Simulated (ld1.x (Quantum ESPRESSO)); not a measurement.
Plane-wave convergence, PAW potential for S

ld1.x (Quantum ESPRESSO) 7.5 input, shortened:

```
&input
   title='S', zed=16., rel=1, dft='PBE', iswitch=3,
   config='[Ne] 3s2 3p3'
 /
 &inputp
   pseudotype=3, lpaw=.true., tm=.true., lloc=-2, rcloc=1.10,
   nlcc=.true., new_core_ps=.true., rcore=0.80,
   which_augfun='PSQ', rmatch_augfun_nc=.true.
 /
4
3S  1  0   2.00   0.00  1.05  1.25  0.0
3S  1  0   0.00   1.45  1.05  1.25  0.0
3P  2  1   3.00   0.00  1.10  1.35  0.0
3P  2  1   0.00   0.25  1.10  1.35  0.0
 &test
   configts(1)='3s2 3p3'
 /
```

The pseudo-atom Hamiltonian at the reference potential is diagonalised in spherical Bessel functions j_l(qr) that vanish at 20 bohr, with q² up to the cutoff. All-electron valence levels (Ry): 3s -2.0308, 3p -1.2345.

Problem. How do the lowest levels (Ry) of each channel move with the cutoff, and are there ghosts?

Solution.

```tsv
cutoff (Ry)	s #1	p #1	d #1	d #2	f #1	Σ f·Δε (mRy)
8	-1.9265	-1.2073	-0.2377	-0.0807	-0.0472	290.4
12	-1.9780	-1.2322	-0.2486	-0.0836	-0.0472	112.8
21	-2.0258	-1.2343	-0.2555	-0.0854	-0.0472	10.8
30	-2.0302	-1.2343	-0.2566	-0.0857	-0.0472	1.8
45	-2.0305	-1.2344	-0.2568	-0.0858	-0.0472	0.9
55	-2.0307	-1.2345	-0.2568	-0.0858	-0.0472	0.3
400	-2.0308	-1.2345	-0.2568	-0.0858	-0.0472	0.0
```

Result: no extra level below or beside the all-electron valence levels (s, p, d, f tested); 10 mRy is reached at 25 Ry and 1 mRy at 45 Ry.
